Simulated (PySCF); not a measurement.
A side-by-side comparison of computed properties.

First species: C₃H₉P.
InChI=1S/C3H9P/c1-3-4-2/h4H,3H2,1-2H3

Second species: C5H6ClFO.
SMILES with atom numbers: `[F:1][C@H:2]([Cl:3])[CH2:4][O:5][C:6]1=[CH:7][CH2:8]1` (hydrogens: H9 on C2; H10, H11 on C4; H12 on C7; H13, H14 on C8)

Levels: CAM-B3LYP/def2-SVPD for dipole moment, HOMO energy, LUMO energy, HOMO–LUMO gap, static isotropic polarisability and electronic spatial extent ⟨r²⟩ about the centre of nuclear charge; TDDFT CAM-B3LYP/def2-SVPD for lowest singlet excitation; TDA CAM-B3LYP/def2-SVPD for lowest triplet excitation (Tamm–Dancoff); GFN2-xTB for rotational constant A and rotational constant C. Geometries: GFN2-xTB. Each species is one conformer at its optimised geometry, gas phase, non-relativistic unless stated; the electronic structure was computed with PySCF and density fitting.

Dipoles, sizes and rotational constants follow the conformer. The torsions of the flexible species, by atom-mapped SMILES:
- `[CH3:1][CH2:2][PH:3][CH3:4]`: C1–C2–P3–C4 -169°
- `[F:1][C@H:2]([Cl:3])[CH2:4][O:5][C:6]1=[CH:7][CH2:8]1`: F1–C2–C4–O5 -168°, C2–C4–O5–C6 -95°, C4–O5–C6–C7 173°

Values for the first species:

```
Dipole moment                                                     : 1.28 D
HOMO energy                                                       : -8.08 eV
LUMO energy                                                       : 1.29 eV
HOMO–LUMO gap                                                     : 9.37 eV
Lowest singlet excitation                                         : 6.30 eV
Lowest triplet excitation (Tamm–Dancoff)                          : 5.35 eV
Static isotropic polarisability                                   : 64.8 au
Electronic spatial extent ⟨r²⟩ about the centre of nuclear charge : 516 bohr²
Rotational constant A                                             : 14.192 GHz
Rotational constant C                                             : 2.696 GHz
```

Estimate the same properties for the second species, and the change in each.

| property | first | second | second less first |
| --- | --- | --- | --- |
| dipole moment | 1.28 D | 1.19 D | -0.09 D |
| HOMO energy | -8.08 eV | -7.99 eV | +0.09 eV |
| LUMO energy | 1.29 eV | 1.15 eV | -0.14 eV |
| HOMO–LUMO gap | 9.37 eV | 9.14 eV | -0.23 eV |
| lowest singlet excitation | 6.30 eV | 6.38 eV | +0.08 eV |
| lowest triplet excitation (Tamm–Dancoff) | 5.35 eV | 4.30 eV | -1.05 eV |
| static isotropic polarisability | 64.8 au | 75.4 au | +10.6 au |
| electronic spatial extent ⟨r²⟩ about the centre of nuclear charge | 516 bohr² | 1236 bohr² | +720 bohr² |
| rotational constant A | 14.192 GHz | 3.115 GHz | -11.077 GHz |
| rotational constant C | 2.696 GHz | 0.904 GHz | -1.792 GHz |

On the first: In wavenumbers S1 is 50800 cm⁻¹ (1 eV = 8065.54 cm⁻¹). The vertical singlet–triplet gap S1 − T1 is 0.95 eV (TDDFT singlet less Tamm–Dancoff triplet; S1: HOMO→LUMO, weight 0.84; T1: HOMO→LUMO, weight 0.60).

On the second: In atomic units the dipole is 0.47 e·bohr (1 au = 2.5417 D). S1 lies 2.76 eV below the HOMO–LUMO gap; its leading configuration is HOMO→LUMO+1, weight 0.35, beside HOMO→LUMO+2, weight 0.22.
